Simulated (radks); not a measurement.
Results of a calculation; reference values are marked as such.
Kinetic energies: the exact non-interacting value of the Kohn-Sham orbitals and orbital-free approximations, in hartree. Species: C4+ [He]; As [Ar] 3d10 4s2 4p3; Os3+ [Xe] 4f14 5d5. Code: a radial shooting solver on a logarithmic mesh with Libxc functionals. Model: non-relativistic Kohn-Sham, PBE, spin-polarised, spherical densities, point nucleus. Every spin shell is full or empty, so the densities are truly spherical. Functionals are evaluated on that one density, not self-consistently.

| functional | C4+ | As | Os3+ |
|---|---|---|---|
| exact | 32.2982 | 2234.14 | 16288.5 |
| Thomas-Fermi | 29.400 | 2098.2 | 15519 |
| TF + vW | 61.698 | 3165.1 | 21391 |
| TF + vW/9 | 32.989 | 2216.7 | 16172 |
| TF + vW/5 | 35.860 | 2311.6 | 16694 |
| revAPBEK | 33.087 | 2240.7 | 16315 |
| Perdew 92 | 32.996 | 2217.0 | 16173 |
| Pearson | 31.376 | 2208.3 | 16145 |
| LKT | 52.241 | 2737.3 | 18930 |
| DePristo-Kress | 33.012 | 2231.5 | 16253 |
| Ernzerhof | 34.200 | 2224.8 | 16207 |
